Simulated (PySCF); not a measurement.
**Finite-field polarisability of Ne (neon, neutral)**

[Ne], closed-shell 1S. Computed with PySCF 2.14 in ANO-RCC-VTZP (4s3p2d1f, 30 functions), with the spin-free X2C one-electron Hamiltonian (Gaussian nucleus). Frozen: 1s2. Energy changes in a uniform field (μhartree):

```
axis  F (au)        HF       MP2      CCSD   CCSD(T)
   x   0.012   -97.679  -100.189   -99.940  -100.080
   x   0.024  -390.731  -400.768  -399.771  -400.333
```

Derive α along x at CCSD(T) from the two fields.

With ΔE = −αF²/2 − γF⁴/24, α = −(16 ΔE(F) − ΔE(2F))/(6F²) = 1.390 bohr³.

And the mean polarisability at each level?

HF 1.357, MP2 1.391, CCSD 1.388, CCSD(T) 1.390 bohr³. Reference: 2.661 bohr³ (recommended; Schwerdtfeger and Nagle, table of static dipole polarizabilities (2023 update)).

CCSD(T) lies more than 5 % below the reference, which points to too few diffuse and polarisation functions.

The basis has no added diffuse functions, which lowers α.
